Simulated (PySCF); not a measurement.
C$_{3}$H$_{9}$N, charge -1, doublet, at the geometry of the source list (a state made from the parent by changing its charge; the spin is typed, not shown lowest) (in this run its highest filled SCF level lies above zero, so its values depend strongly on the basis, on diffuse functions most of all); MP2/pcseg-1 (PySCF).

PySCF was given this input:
```python
from pyscf import gto, scf, mp

mol = gto.M(
    atom='''
C    -1.84920000   -0.01180000    0.24420000
C    -0.45170000   -0.44620000   -0.17220000
N     0.50820000    0.61060000    0.09070000
C     1.86330000    0.24610000   -0.26290000
H    -2.12030000    0.90360000   -0.27380000
H    -2.57180000   -0.78570000   -0.00010000
H    -1.88760000    0.17370000    1.31550000
H    -0.18660000   -1.38970000    0.34160000
H    -0.43000000   -0.64000000   -1.24940000
H     0.46920000    0.85900000    1.07650000
H     2.52560000    1.07800000   -0.03140000
H     1.90260000    0.05650000   -1.33590000
H     2.22840000   -0.65400000    0.25730000
''',
    basis='pcseg-1',
    charge=-1,
    spin=1,
    verbose=4,
)

mf = scf.UHF(mol)
mf.kernel()

pt = mp.MP2(mf, frozen=4)
pt.kernel()
print('E(MP2) = %.10f' % pt.e_tot)
mf.analyze()
```

It wrote (shortened):

```
PySCF version 2.14.0

[INPUT] verbose = 4
[INPUT] num. atoms = 13
[INPUT] num. electrons = 35
[INPUT] charge = -1
[INPUT] spin (= nelec alpha-beta = 2S) = 1
[INPUT] symmetry False subgroup None
[INPUT] Mole.unit = angstrom
[INPUT] Symbol           X                Y                Z      unit          X                Y                Z       unit  Magmom
[...]
nuclear repulsion = 133.643158856288
number of shells = 30
number of NR pGTOs = 163
number of NR cGTOs = 101
basis = pcseg-1
ecp = {}

******** <class 'pyscf.scf.uhf.UHF'> ********
method = UHF
initial guess = minao
damping factor = 0
level_shift factor = 0
DIIS = <class 'pyscf.scf.diis.CDIIS'>
diis_start_cycle = 1
diis_space = 8
diis_damp = 0
SCF conv_tol = 1e-09
SCF conv_tol_grad = None
SCF max_cycles = 50
direct_scf = True
direct_scf_tol = 1e-13
number electrons alpha = 18  beta = 17
Set gradient conv threshold to 3.16228e-05
init E= -173.743467795147

cycle= 1 E= -173.033973531338  delta_E= 0.709  |g|= 0.244  |ddm|=  5.3
cycle= 2 E= -173.072688108641  delta_E= -0.0387  |g|= 0.072  |ddm|= 0.775
cycle= 3 E= -173.076128031042  delta_E= -0.00344  |g|= 0.0353  |ddm|= 0.328
cycle= 4 E= -173.07693507649  delta_E= -0.000807  |g|= 0.00662  |ddm|= 0.206
cycle= 5 E= -173.077115319966  delta_E= -0.00018  |g|= 0.00454  |ddm|= 0.185
cycle= 6 E= -173.077241326079  delta_E= -0.000126  |g|= 0.0032  |ddm|= 0.178
cycle= 7 E= -173.077365311989  delta_E= -0.000124  |g|= 0.00206  |ddm|= 0.253
cycle= 8 E= -173.077432405289  delta_E= -6.71e-05  |g|= 0.00147  |ddm|= 0.217
cycle= 9 E= -173.077463138695  delta_E= -3.07e-05  |g|= 0.00119  |ddm|= 0.138
cycle= 10 E= -173.07748296393  delta_E= -1.98e-05  |g|= 0.00109  |ddm|= 0.094
cycle= 11 E= -173.077507999527  delta_E= -2.5e-05  |g|= 0.000893  |ddm|= 0.137
cycle= 12 E= -173.077539797573  delta_E= -3.18e-05  |g|= 0.000595  |ddm|= 0.24
cycle= 13 E= -173.0775518687  delta_E= -1.21e-05  |g|= 0.000397  |ddm|= 0.153
cycle= 14 E= -173.077556889647  delta_E= -5.02e-06  |g|= 0.000279  |ddm|= 0.127
cycle= 15 E= -173.077557509435  delta_E= -6.2e-07  |g|= 0.000239  |ddm|= 0.0191
cycle= 16 E= -173.077558519906  delta_E= -1.01e-06  |g|= 0.00018  |ddm|= 0.038
cycle= 17 E= -173.077559408879  delta_E= -8.89e-07  |g|= 0.000131  |ddm|= 0.0336
cycle= 18 E= -173.077560034456  delta_E= -6.26e-07  |g|= 7.37e-05  |ddm|= 0.0437
cycle= 19 E= -173.077560173373  delta_E= -1.39e-07  |g|= 4.06e-05  |ddm|= 0.0197
cycle= 20 E= -173.077560211148  delta_E= -3.78e-08  |g|= 1.34e-05  |ddm|= 0.0131
cycle= 21 E= -173.077560213352  delta_E= -2.2e-09  |g|= 6.52e-06  |ddm|= 0.00194
cycle= 22 E= -173.077560214134  delta_E= -7.82e-10  |g|= 2.99e-06  |ddm|= 0.0017
Extra cycle  E= -173.077560214155  delta_E= -2.14e-11  |g|= 2.03e-06  |ddm|= 5.46e-05
converged SCF energy = -173.077560214155  <S^2> = 0.752745  2S+1 = 2.0027431

******** <class 'pyscf.mp.ump2.UMP2'> ********
nocc = (np.int64(14), np.int64(13)), nmo = (97, 97)
frozen orbitals 4
E(UMP2) = -173.712553028879  E_corr = -0.634992814724012
E(SCS-UMP2) = -173.709477024219  E_corr = -0.631916810064092
E_corr(same-spin) = -0.150086039543911
E_corr(oppo-spin) = -0.484906775180101
E(MP2) = -173.7125530289
**** SCF Summaries ****
Total Energy =                        -173.077560214155369
Nuclear Repulsion Energy =             133.643158856287755
One-electron Energy =                 -504.115710551498978
Two-electron Energy =                  197.394991481055854
Two-electron Coulomb Energy =          222.920316238812916
DFT Exchange-Correlation Energy =      -25.525324757757062
**** MO energy ****
                             alpha | beta                alpha | beta
[...]
To work with the spin densities directly, `use mulliken_meta_spin()` only printing them here.

 ** Mulliken spin pop alpha/beta on meta-lowdin orthogonal AOs **
 ** Mulliken Spin Density (per AO)  **
spin_pop of  0 C 1s       -0.00000
spin_pop of  0 C 2s        0.02937
spin_pop of  0 C 3s        0.00416
spin_pop of  0 C 2px       0.01857
[...]
spin_pop of  2 N 3py       0.00064
spin_pop of  2 N 3pz       0.00420
spin_pop of  2 N 3dxy     -0.00004
spin_pop of  2 N 3dyz      0.00059
spin_pop of  2 N 3dz^2     0.00046
spin_pop of  2 N 3dxz      0.00002
spin_pop of  2 N 3dx2-y2   -0.00003
spin_pop of  3 C 1s       -0.00000
spin_pop of  3 C 2s        0.02263
spin_pop of  3 C 3s        0.00450
spin_pop of  3 C 2px       0.02955
spin_pop of  3 C 2py       0.00180
spin_pop of  3 C 2pz       0.00136
spin_pop of  3 C 3px       0.00089
spin_pop of  3 C 3py       0.00087
spin_pop of  3 C 3pz       0.00112
spin_pop of  3 C 3dxy     -0.00005
spin_pop of  3 C 3dyz     -0.00004
spin_pop of  3 C 3dz^2    -0.00002
spin_pop of  3 C 3dxz     -0.00004
spin_pop of  3 C 3dx2-y2    0.00011
spin_pop of  4 H 1s        0.00306
spin_pop of  4 H 2s        0.00998
spin_pop of  4 H 2px       0.00014
spin_pop of  4 H 2py       0.00010
spin_pop of  4 H 2pz       0.00011
spin_pop of  5 H 1s        0.01982
spin_pop of  5 H 2s        0.01623
spin_pop of  5 H 2px       0.00004
spin_pop of  5 H 2py      -0.00004
spin_pop of  5 H 2pz       0.00006
spin_pop of  6 H 1s        0.03582
spin_pop of  6 H 2s        0.08351
spin_pop of  6 H 2px       0.00034
spin_pop of  6 H 2py       0.00001
spin_pop of  6 H 2pz      -0.00002
spin_pop of  7 H 1s        0.03915
spin_pop of  7 H 2s        0.09087
spin_pop of  7 H 2px       0.00002
spin_pop of  7 H 2py      -0.00001
spin_pop of  7 H 2pz       0.00037
spin_pop of  8 H 1s       -0.00035
spin_pop of  8 H 2s        0.01684
spin_pop of  8 H 2px       0.00005
spin_pop of  8 H 2py       0.00046
spin_pop of  8 H 2pz       0.00003
spin_pop of  9 H 1s        0.11064
spin_pop of  9 H 2s        0.14839
spin_pop of  9 H 2px      -0.00000
spin_pop of  9 H 2py       0.00024
spin_pop of  9 H 2pz       0.00005
spin_pop of  10 H 1s        0.02060
spin_pop of  10 H 2s        0.02490
spin_pop of  10 H 2px       0.00001
spin_pop of  10 H 2py      -0.00001
spin_pop of  10 H 2pz      -0.00001
spin_pop of  11 H 1s        0.00297
spin_pop of  11 H 2s        0.00870
spin_pop of  11 H 2px       0.00015
spin_pop of  11 H 2py       0.00006
spin_pop of  11 H 2pz       0.00002
spin_pop of  12 H 1s        0.02330
spin_pop of  12 H 2s        0.05444
spin_pop of  12 H 2px       0.00015
spin_pop of  12 H 2py      -0.00001
spin_pop of  12 H 2pz       0.00007
 ** Mulliken Spin Density (per atom)  **
spin density of  0 C =      0.07080
spin density of  1 C =      0.07130
spin density of  2 N =      0.08398
spin density of  3 C =      0.06269
spin density of  4 H =      0.01338
spin density of  5 H =      0.03611
spin density of  6 H =      0.11966
spin density of  7 H =      0.13038
spin density of  8 H =      0.01703
spin density of  9 H =      0.25932
spin density of  10 H =      0.04550
spin density of  11 H =      0.01191
spin density of  12 H =      0.07794
 ** Mulliken pop alpha/beta on meta-lowdin orthogonal AOs **
 ** Mulliken pop       alpha | beta **
In total            18.00000 | 17.00000
 ** Mulliken atomic charges   ( Nelec_alpha | Nelec_beta ) **
charge of  0C =     -0.27486  (     3.17283      3.10203 )
charge of  1C =     -0.02447  (     3.04789      2.97659 )
charge of  2N =     -0.45288  (     3.76843      3.68445 )
charge of  3C =     -0.14219  (     3.10244      3.03975 )
charge of  4H =      0.04112  (     0.48613      0.47275 )
charge of  5H =      0.01198  (     0.51206      0.47595 )
charge of  6H =     -0.03800  (     0.57883      0.45917 )
charge of  7H =     -0.09177  (     0.61108      0.48069 )
charge of  8H =      0.01440  (     0.50131      0.48429 )
charge of  9H =     -0.05343  (     0.65637      0.39706 )
charge of  10H =      0.01535  (     0.51507      0.46958 )
charge of  11H =      0.03324  (     0.48933      0.47743 )
charge of  12H =     -0.03850  (     0.55822      0.48028 )

WARN: System has nonzero charge -1; the dipole moment is origin-dependent.
Location of origin: [0. 0. 0.]

Dipole moment(X, Y, Z, Debye): -0.14770, -0.76348, -2.70243
```
